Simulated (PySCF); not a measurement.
A side-by-side comparison of computed properties.

First species: C₅H₁₁NSi₃.
SMILES: `C(C1C([SiH2]C=1)([SiH3])[SiH3])C#N`

Second species: C₇H₈O₂P₂.
Structure used (GFN2-xTB), in Å, numbered top down from 1:
```
atom  x, y, z in Å
C1     4.032   -1.463   -0.391
O2     2.641   -1.250   -0.228
C3     2.218    0.022   -0.307
O4     2.946    0.968   -0.500
C5     0.772    0.117   -0.127
P6     0.196    1.758   -0.207
C7    -1.507    1.544    0.045
C8    -2.233    0.382    0.256
C9    -3.723    0.496    0.426
C10   -1.686   -0.893    0.302
P11   -0.040   -1.402    0.128
H12    4.594   -0.832    0.302
H13    4.209   -2.515   -0.182
H14    4.335   -1.220   -1.412
H15   -2.070    2.470    0.034
H16   -4.222    0.183   -0.492
H17   -4.021    1.518    0.644
H18   -4.069   -0.151    1.229
H19   -2.383   -1.707    0.473
```

Levels: PBE0/pcSseg-1 for dipole moment, HOMO energy, LUMO energy and HOMO–LUMO gap; GFN2-xTB for rotational constant A and rotational constant C. Geometries: GFN2-xTB. Each structure is a single optimised conformer of the isolated species, non-relativistic unless stated. Electronic properties by PySCF.

The conformers computed, where there is a choice (atom-mapped SMILES and torsion angles):
- `[N:1]#[C:2][CH2:3][C:4]1=[CH:5][SiH2:6][C:7]1([SiH3:8])[SiH3:9]`: C2–C3–C4–C5 -89°
- `[CH3:1][O:2][C:3](=[O:4])[c:5]1[p:6][cH:7][c:8]([CH3:9])[cH:10][p:11]1`: C1–O2–C3–O4 0°, O2–C3–C5–P6 179°

Values for the first species:

* Dipole moment: 3.63 D
* HOMO energy: -7.46 eV
* LUMO energy: -0.91 eV
* HOMO–LUMO gap: 6.55 eV
* Rotational constant A: 1.241 GHz
* Rotational constant C: 0.721 GHz

**Question.** Estimate the same properties for the second species, and the change in each.

**Answer.** 
```
             property      first     second  second less first
        dipole moment     3.63 D     3.01 D            -0.62 D
          HOMO energy   -7.46 eV   -7.42 eV           +0.04 eV
          LUMO energy   -0.91 eV   -2.41 eV           -1.50 eV
        HOMO–LUMO gap    6.55 eV    5.01 eV           -1.54 eV
rotational constant A  1.241 GHz  1.919 GHz         +0.678 GHz
rotational constant C  0.721 GHz  0.422 GHz         -0.299 GHz
```

On the first: A dipole of 3.63 D is allowed in C1, and pure rotational transitions are dipole-allowed. The dipole matches unit charges of opposite sign 0.76 Å apart (1 e·Å = 4.8032 D).

On the second: The dipole equals about 10.0 × 10⁻³⁰ C·m (1 D = 3.33564 × 10⁻³⁰ C·m). GFN2-xTB frequencies show an imaginary mode (40i cm⁻¹), so this geometry is no minimum at that level.
